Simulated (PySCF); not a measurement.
Work out the structure from these simulated measurements.

Formula: C5H5O2; charge -1.

| Quantity | Value |
| --- | --- |
| 1H NMR | chemical shifts (computed TMS as zero) by class: 4.88 (1 H), 4.66 (1 H), 1.78 (1 H), 1.63 (1 H), 0.38 (1 H) ppm [GIAO PBE0/pcSseg-1] |
| Couplings | largest of the computed one-bond spin–spin couplings (means over like bonds): 13C–1H +174.6, 13C–1H +169.5, 13C–1H +167.7, 13C–1H +164.5, 13C–1H +160.3, 13C–13C +105.5, 13C–13C +48.6, 17O–13C +29.9 Hz [B3LYP/pcJ-1, spin–dipole term left out] |
| 13C NMR | chemical shifts (computed TMS as zero) by class: 165.3 (1 C), 153.2 (1 C), 94.0 (1 C), 28.5 (1 C), 10.6 (1 C) ppm [GIAO PBE0/pcSseg-1] |
| NMR, other nuclei | isotropic shieldings of nuclei other than C and H, by class: -20 (1 O), 32 (1 O) ppm [GIAO PBE0/pcSseg-1] |
| Rotational structure | rotational constants A, B, C: 5.126, 1.907, 1.759 GHz [PBE0-D3(BJ)/def2-SVP] |

The electronic properties come from PySCF, for the isolated species, density fitting. Levels stand in brackets. Isolated species at its PBE0-D3(BJ)/def2-SVP geometry (one conformer only). The geometry's basis has no diffuse functions, a weakness for an anion. No diffuse functions stand in pcJ-1 and pcSseg-1, which bears on an anion's orbital energies. NMR values are class means; diastereotopic atoms form classes of their own.

Task: Give a SMILES that accounts for the data.

Result: Numbering: `[CH2:1]=[C:2]1[CH2:3][C@H:4]1[C:5](=[O:6])[O-:7]`. 5 carbons fall into 5 classes; from least to most shielded: carboxylate carbon [C5] (165.3 ppm), fully substituted alkene carbon [C2] (153.2 ppm), terminal =CH2 carbon [C1] (94.0 ppm), sp3 carbon next to a carbonyl [C4] (28.5 ppm), allylic carbon [C3] (10.6 ppm). Hydrogen classes from least to most shielded: 1 H on a terminal =CH2 carbon, C1 (4.88 ppm), 1 H on a terminal =CH2 carbon, C1 (4.66 ppm), 1 H on an allylic carbon, C3 (1.78 ppm), 1 H on an sp3 carbon next to a carbonyl, C4 (1.63 ppm), 1 H on an allylic carbon, C3 (0.38 ppm). The other shieldings belong to: -20 ppm, carboxylate oxygen [O6]; 32 ppm, carboxylate oxygen [O7]. The couplings run between: +174.6 Hz, allylic carbon [C3] and its hydrogen; +169.5 Hz, sp3 carbon next to a carbonyl [C4] and its hydrogen; +167.7 Hz, terminal =CH2 carbon [C1] and its hydrogen; +164.5 Hz, terminal =CH2 carbon [C1] and its hydrogen; +160.3 Hz, allylic carbon [C3] and its hydrogen; +105.5 Hz, terminal =CH2 carbon [C1] and fully substituted alkene carbon [C2]; +48.6 Hz, sp3 carbon next to a carbonyl [C4] and carboxylate carbon [C5]; +29.9 Hz, carboxylate oxygen [O7] and carboxylate carbon [C5]. The optimised geometry has point group C1 and is an asymmetric top. Structure: `C=C1C[C@H]1C(=O)[O-]`. The assignments are read from this structure; whether some other isomer fits the data as well wasn't checked. The mirror image fits equally.

Shape of the structure used: `[CH2:1]=[C:2]1[CH2:3][C@H:4]1[C:5](=[O:6])[O-:7]`: C3–C4–C5–O6 -167°.
